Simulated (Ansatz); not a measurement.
Consider the isomerisation: `C=C([SeH])B[SiH3]` → `CC1[Se]B1[SiH3]`.

Computed with Ansatz on PBE0-D4/def2-TZVP structures; ΔE is electronic, products minus reactants. CBS: MP2 limit from def2 TZ/QZ plus the TZ coupled-cluster correction, frozen cores. DFT in def2-TZVPP. For Se outer-core shells are correlated without core-valence functions, which leaves a few kJ/mol of doubt a bond. Scalar relativity is left out up to krypton. Each species was taken in one conformer, which may not be the lowest.

```tsv
level	ΔE (kJ/mol)
ωB97M-V	-122.2
PBE0	-136.1
```

Task: What does CCSD(T)/CBS give? (Best estimate.)

Result: Computed: -127.9 kJ/mol. The listed levels differ from it by 5.7, -8.2 kJ/mol.

Largest T1 diagnostic among the species: 0.015.

From PBE to PBE0 (25 % exact exchange), in def2-TZVPP and without D4, ΔE moves by −3.3 kJ/mol. In def2-TZVPP, CCSD(T) changes the Hartree–Fock value by −24.6 kJ/mol (the triples alone add −3.2 kJ/mol) and MP2 by −40.9 kJ/mol.
